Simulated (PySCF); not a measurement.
B3LYP has the VWN-RPA correlation part, as in Gaussian. 

H2ClSi, SMILES `Cl[SiH2]` (charge 0, multiplicity 2)

Calculation: B3LYP-D3(BJ)/def2-TZVP in PySCF.

The highest occupied spin orbital is -6.29 eV and the dipole moment is 1.19 D. The total energy is -750.9501 Ha. The cost comes out as roughly 40 core-seconds.

```xyz
4

Si    -0.1897     0.0020     0.4084
Cl     1.8154    -0.0308    -0.0970
H     -0.8338    -1.2090    -0.1596
H     -0.7919     1.2378    -0.1518
```
Charge 0, spin multiplicity 2.
